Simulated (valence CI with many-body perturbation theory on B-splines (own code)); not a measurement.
# Ir XXVII: calculated level list

Calculated by relativistic CI+MBPT: five valence electrons over a frozen Dirac-Fock core [Kr] 4d10, radial functions for each j: 7 s, 7 p, 7 d, 7 f, 4 g, 2 h, with the one-electron correlation potential Σ1, the two-electron term Σ2, the three-electron term Σ3, Breit, model QED; selected CI, second order for the rest, scaled by the run's own slope (own B-spline code, finite nucleus).

No measured spectrum was set against this ion. As an estimate, large intervals hold to a few tenths of a per cent, small ones and those within an open d or f shell to about a per cent. Among the levels kept, up to 980 cm⁻¹ of a level comes from second order outside the variational space, and about a tenth of that is noise between levels of different J, which matters for small intervals. Only levels of the ground parity were solved; by the run's estimate the other parity begins above the list, which can be wrong where configurations are misplaced.

Levels 136 to 180 of 194, with energies above the lowest level, 4f5 6H°_5/2. "Leading %" is the weight of the configuration and term that name the level; weights of strongly mixed levels are sums over their largest components and can fall short. Lifetimes count E1, E2, E3, M1 and M2 decay at the calculated energies, and are blank where another channel may lead or the interval is too uncertain; long ones can be off by a factor of two.

```csv
No.,Configuration,Term,J,E (eV),Leading %,Second component,Lifetime,g
136,4f5,4D°,5/2,24.877,44,21 % 4f5 2F°,562 μs,1.207
137,4f5,2M°,19/2,25.001,99,,1.59 ms,1.049
138,4f5,4I°,9/2,25.252,39,28 % 4f5 4F°,565 μs,0.989
139,4f5,2I°,13/2,25.505,64,22 % 4f5 2K°,1.64 ms,1.049
140,4f5,2F°,7/2,25.515,38,34 % 4f5 4F°,1.01 ms,1.176
141,4f5,2H°,11/2,25.600,41,33 % 4f5 2I°,1.04 ms,1.034
142,4f5,4F°,3/2,25.606,30,25 % 4f5 2D°,463 μs,1.010
143,4f5,2I°,11/2,26.010,45,30 % 4f5 2H°,540 μs,1.015
144,4f5,4D°,5/2,26.135,40,32 % 4f5 4F°,494 μs,1.138
145,4f5,2K°,15/2,26.185,55,33 % 4f5 4I°,1.02 ms,1.102
146,4f5,2G°,9/2,26.259,33,26 % 4f5 2H°,474 μs,1.087
147,4f5,2I°,13/2,26.342,42,26 % 4f5 4I°,569 μs,1.070
148,4f5,4D°,3/2,26.416,56,16 % 4f5 4F°,443 μs,1.063
149,4f5,2F°,7/2,26.777,32,25 % 4f5 2G°,710 μs,1.139
150,4f5,4D°,1/2,26.869,84,15 % 4f5 2P°,777 μs,0.113
151,4f5,2D°,5/2,26.966,24,22 % 4f5 4P°,430 μs,1.153
152,4f5,2G°,9/2,27.197,38,18 % 4f5 4G°,1.08 ms,1.061
153,4f5,2K°,13/2,27.630,52,37 % 4f5 2I°,931 μs,1.007
154,4f5,2I°,11/2,27.745,40,34 % 4f5 4I°,,0.987
155,4f5,2G°,7/2,27.843,58,18 % 4f5 2F°,583 μs,1.017
156,4f5,2P°,3/2,28.001,36,27 % 4f5 4S°,317 μs,1.377
157,4f5,2H°,11/2,28.227,39,24 % 4f5 4I°,,1.072
158,4f5,2F°,5/2,28.572,54,34 % 4f5 4F°,640 μs,0.918
159,4f5,2L°,15/2,28.712,46,42 % 4f5 4I°,419 μs,1.062
160,4f5,4G°,7/2,28.984,30,28 % 4f5 2G°,430 μs,1.036
161,4f5,4F°,9/2,29.133,40,23 % 4f5 2H°,323 μs,1.117
162,4f5,2I°,11/2,29.704,55,21 % 4f5 4G°,,1.033
163,4f5,2H°,9/2,29.855,73,19 % 4f5 2G°,591 μs,0.960
164,4f5,4G°,5/2,29.935,41,19 % 4f5 4D°,413 μs,0.936
165,4f5,4I°,13/2,29.941,40,38 % 4f5 2I°,,1.059
166,4f5,2G°,7/2,29.960,51,19 % 4f5 4F°,358 μs,1.051
167,4f5,4F°,3/2,30.341,63,20 % 4f5 2D°,,0.633
168,4f5,2L°,17/2,30.962,77,17 % 4f5 2M°,308 μs,1.043
169,4f5,2H°,9/2,31.023,46,33 % 4f5 2G°,,1.007
170,4f5,2G°,7/2,31.141,30,29 % 4f5 2F°,,1.067
171,4f5,2F°,5/2,31.216,60,20 % 4f5 2D°,381 μs,0.948
172,4f5,2I°,13/2,31.435,69,21 % 4f5 2K°,,1.055
173,4f5,2L°,15/2,31.610,42,40 % 4f5 2K°,,1.031
174,4f5,2G°,9/2,31.942,43,30 % 4f5 4G°,,1.152
175,4f5,2P°,3/2,32.346,61,14 % 4f5 4D°,,1.148
176,4f5,2H°,11/2,32.380,51,22 % 4f5 4G°,,1.088
177,4f5,2H°,11/2,32.792,39,30 % 4f5 2I°,,1.085
178,4f5,4G°,5/2,33.063,42,32 % 4f5 2F°,,0.812
179,4f5,4G°,7/2,33.071,39,27 % 4f5 2F°,,1.030
180,4f5,2P°,1/2,33.382,90,9 % 4f5 4D°,,0.620
```

Names give the largest LS component (configuration and term), which can be under half, so a name can repeat, a term be missing and a line seem to break the LS rules; names also repeat where a configuration has a term twice.

Where two levels of one J and parity lie close, their mixing, g and order are uncertain.
